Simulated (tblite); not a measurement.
Write Cartesian coordinates for `C1[C@H]2CC[C@@H]1[Si@@H](O2)[SiH2]N` as optimised with GFN2-xTB.

```
atom  x, y, z in Å
N1     3.669   -0.389    0.080
Si2    2.195   -0.843    0.845
Si3    0.752    0.823    0.250
O4    -0.436    0.887    1.385
C5    -1.694    0.702    0.775
C6    -1.839   -0.770    0.372
C7    -1.109   -0.850   -0.983
C8    -0.524    0.555   -1.157
C9    -1.644    1.407   -0.571
H10    3.672   -0.141   -0.896
H11    4.508   -0.902    0.298
H12    2.552   -0.891    2.266
H13    1.752   -2.226    0.531
H14    1.276    2.193    0.067
H15   -2.461    1.048    1.472
H16   -1.381   -1.405    1.130
H17   -2.891   -1.044    0.283
H18   -0.346   -1.629   -0.997
H19   -1.821   -1.067   -1.784
H20   -0.268    0.787   -2.188
H21   -2.585    1.314   -1.115
H22   -1.388    2.459   -0.464
```

Any rigid rotation of these coordinates is as good. Atoms count from 1 in this order. The 5 C–C bonds span 1.521 Å (C5–C9, drawn single) to 1.541 Å (C6–C7, drawn single), a spread of 0.020 Å. Of the pairs four or more bonds apart, Si3···H16 is among the closest relative to their van der Waals radii: 3.21 Å, 97 % of the sum of Bondi's values. Si3 (oxygen-bound silicon) has angles from 91.8° to 120.6°. N1 (silicon-bound nitrogen) has angles 119.8°, 118.9° and 109.4°, sum 348.1°, 0.24 Å off the plane of its three neighbours.

Bonds between heavy atoms (Å): N1–Si2 1.722, Si2–Si3 2.283, Si3–O4 1.645, O4–C5 1.410, C5–C6 1.533, C6–C7 1.541, C7–C8 1.531, C8–C9 1.524, Si3–C8 1.918, C5–C9 1.521.

The geometry is computed with GFN2-xTB (gas phase).

Point group: C1 (no symmetry element, even within 0.4 Å). Its GFN2-xTB frequencies are all real (lowest 24 cm⁻¹). The numbers are those of one conformer (H–N1–Si2–Si3 -50° and 171°, N1–Si2–Si3–O4 -156°). 3 starts were optimised and ended at 0.00, 0.03 and 3.10 kcal/mol (GFN2-xTB); the lowest of these is shown.
